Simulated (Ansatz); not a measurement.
`C#C[Si](F)(F)F`, charge 0, multiplicity 1.

(1) Give a relaxed structure at PBE0-D4/def2-TZVP (Ansatz 0.2.0). (Best estimate.)

Results:

(1) The calculation gave: 
```xyz
7

C     1.2437   -0.6394   -1.3882
C     0.4840   -0.2490   -0.5402
Si   -0.6475    0.3329    0.7227
F    -0.4739   -0.4901    2.0482
F    -2.1364    0.1851    0.2475
F    -0.3870    1.8460    1.0497
H     1.9170   -0.9855   -2.1397
```
Point group C3v.
